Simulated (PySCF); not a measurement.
Vertical excitations of a molecule C₄H₉O, multiplicity 2 from TDA-ωB97X/def2-SVPD (PySCF), as energy in eV (oscillator strength): 4.48 (0.003), 5.76 (0.007), 6.21 (0.009), 6.55 (0.015), 6.63 (0.004), 7.22 (0.007), 7.38 (0.035), 7.58 (0.022), 7.77 (0.008), 7.87 (0.012). Geometry optimised at r2SCAN-D4/def2-SVP. Other conformers were not sampled.

Question: Pick the molecule that these values belong to.
(A) CC[CH]CO
(B) CC(C)(C)[O]
(C) CCCC[O]
(D) CCC[CH]O

Answer: D, CCC[CH]O
